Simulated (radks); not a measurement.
Question: These are the eigenvalues of the occupied orbitals of an atom or ion with whole-number occupations (Ry). All-electron calculation, scalar-relativistic Kohn-Sham, BLYP, spin-polarised, spherical densities, finite nucleus; Fermi nuclear charge, rms radius of each element as measured or else 0.836 A^(1/3) + 0.57 fm. Program: a radial shooting solver on a logarithmic mesh with Libxc functionals.

| orbital | eigenvalue |
|---|---|
| 1s down | -6203.384 |
| 1s up | -6203.383 |
| 2s up | -1176.087 |
| 2s down | -1176.083 |
| 2p up | -1027.254 |
| 2p down | -1027.251 |
| 3s up | -349.9237 |
| 3s down | -349.8189 |
| 3p up | -306.8314 |
| 3p down | -306.7250 |
| 3d up | -261.7061 |
| 3d down | -261.6249 |
| 4s up | -141.1602 |
| 4s down | -141.0094 |
| 4p up | -125.9408 |
| 4p down | -125.7982 |
| 4d up | -108.5184 |
| 4d down | -108.3760 |
| 4f up | -90.56392 |

Which element is it, and in what charge state? The configuration may be excited. Open shells, if any, are filled with parallel spins first.

Answer: Z = 80, mercury, charge +33: Hg33+ in [Kr] 4d10 4f1. The list shows which subshells hold electrons but not how many an open one holds; the 1s level, -3101.7 hartree, gives Z - s = 78.8 by -(Z - s)^2/2, which with screening and relativity narrows Z to a few neighbours, and the depths of the outer levels then fix element, charge and occupations together.
